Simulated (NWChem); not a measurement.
System: CHS2 cation; SMILES S=C=[SH+]

Here is an NWChem input.

```
start job
memory heap 200 mb stack 900 mb global 1100 mb
charge 1
geometry units angstroms noautosym nocenter noautoz
  S      0.015602    -1.602622     0.000000
  C     -0.024575    -0.095613     0.000000
  S      0.075010     1.541466     0.000000
  H     -1.278950     1.723203     0.000000
end
basis spherical
  S library 6-31g*
  C library 6-31g*
  H library 6-31g*
end
dft
  xc hfexch
  iterations 150
  mulliken
end
task dft energy
esp
  recalculate
  probe 0.07
  range 0.3
  factor 1.0
  spacing 0.02
end
task esp
```

NWChem printed, in part:

```
             Northwest Computational Chemistry Package (NWChem) 7.3.0
             --------------------------------------------------------

                             Geometry "geometry" -> ""
                             -------------------------

 Output coordinates in angstroms (scale by  1.889725989 to convert to a.u.)

  No.       Tag          Charge          X              Y              Z
 ---- ---------------- ---------- -------------- -------------- --------------
    1 S                   16.0000     0.01560200    -1.60262200     0.00000000
    2 C                    6.0000    -0.02457500    -0.09561300     0.00000000
    3 S                   16.0000     0.07501000     1.54146600     0.00000000
    4 H                    1.0000    -1.27895000     1.72320300     0.00000000

 Effective nuclear repulsion energy (a.u.)     117.7586881404

  xc_inp: hfexch multiplicative factor not found.

                                 NWChem DFT Module
                                 -----------------

 Summary of "ao basis" -> "ao basis" (spherical)
 ------------------------------------------------------------------------------
       Tag                 Description            Shells   Functions and Types
 ---------------- ------------------------------  ------  ---------------------
 S                           6-31g*                  8       18   4s3p1d
 C                           6-31g*                  6       14   3s2p1d
 H                           6-31g*                  2        2   2s

            General Information
            -------------------
          SCF calculation type: DFT
          Wavefunction type:  closed shell.
          No. of atoms     :     4
          No. of electrons :    38
           Alpha electrons :    19
            Beta electrons :    19
          Charge           :     1
          Spin multiplicity:     1
          Use of symmetry is: off; symmetry adaption is: off
          Maximum number of iterations: 150
          AO basis - number of functions:    52
                     number of shells:    24
          Convergence on energy requested:  1.00D-06
          Convergence on density requested:  1.00D-05
          Convergence on gradient requested:  5.00D-04

              XC Information
              --------------
                     Hartree-Fock (Exact) Exchange  1.000

      Superposition of Atomic Density Guess
      -------------------------------------

 Sum of atomic energies:        -833.06984859

 Renormalizing density from      39.00 to     38

      Non-variational initial energy
      ------------------------------

 Total energy =    -820.560662
 1-e energy   =   -1348.649433
 2-e energy   =     410.330082
 HOMO         =      -0.650644
 LUMO         =      -0.376622

     ---------------------------------------------
      Total Density - Mulliken Population Analysis
     ---------------------------------------------

    Atom       Charge   Shell Charges
 -----------   ------   -------------------------------------------------------
    1 S   16    15.95   2.00  2.00  5.99  1.51  3.21  0.40  0.76  0.07
    2 C    6     5.50   2.00  0.75  1.46  0.58  0.67  0.04
    3 S   16    15.97   2.00  2.00  5.99  1.48  3.29  0.36  0.79  0.06
    4 H    1     0.58   0.33  0.25

   convergence    iter        energy       DeltaE   RMS-Dens  Diis-err
 ---------------- ----- ----------------- --------- --------- ---------
 d= 0,ls=0.0,diis     1   -833.0435247693 -9.51D+02  2.07D-02  7.10D-01
 d= 0,ls=0.0,diis     2   -833.1017923237 -5.83D-02  7.57D-03  2.86D-01
 d= 0,ls=0.0,diis     3   -833.1367525868 -3.50D-02  2.03D-03  2.04D-02
 d= 0,ls=0.0,diis     4   -833.1402001497 -3.45D-03  9.55D-04  9.09D-04
 d= 0,ls=0.0,diis     5   -833.1405513993 -3.51D-04  3.20D-04  8.81D-05
  Resetting Diis
 d= 0,ls=0.0,diis     6   -833.1406094076 -5.80D-05  2.62D-04  2.93D-05
 d= 0,ls=0.0,diis     7   -833.1406372005 -2.78D-05  8.07D-05  8.02D-06
 d= 0,ls=0.0,diis     8   -833.1406425578 -5.36D-06  8.56D-05  3.74D-06
 d= 0,ls=0.0,diis     9   -833.1406462670 -3.71D-06  1.16D-04  1.75D-06
 d= 0,ls=0.0,diis    10   -833.1406484026 -2.14D-06  9.76D-06  1.01D-07
 d= 0,ls=0.0,diis    11   -833.1406484340 -3.14D-08  4.53D-06  9.58D-09

[...]

                     NWChem Electrostatic Potential Fit Module
                     -----------------------------------------

 Atom parameters

 Number of atoms is                                    4
 Number of basis functions is                         52

 Grid parameters

 Maximum number of grid points is                  23063
 Number of grid points is                          23062
 Grid range                                     0.300000 nm
 Grid spacing                                   0.020000 nm
 Probe radius                                   0.070000 nm
 Atom radius factor                             1.000000

 Atomic radii

    1    0.100000
    6    0.147000
   16    0.174000
 FASTESP  F
  using M.O. file = ./job.movecs

    Atom              Coordinates                           Charge

                                                  ESP

    1 S     0.001560   -0.160262    0.000000    0.473412
    2 C    -0.002458   -0.009561    0.000000    0.031625
    3 S     0.007501    0.154147    0.000000    0.254098
    4 H    -0.127895    0.172320    0.000000    0.240865
                                            ------------
                                                1.000000

 Dipole moment                                  0.000000

 Quadrupole moment Qxx                         -6.790573
                   Qyy                         16.964459
                   Qzz                        -10.173886

 RMS deviation kJ/mol                           0.121891

 RRMS %                                         4.094838
```

Level: Hartree-Fock/6-31G* (spherical d). Geometry: optimised at PBE0/def2-SVP.
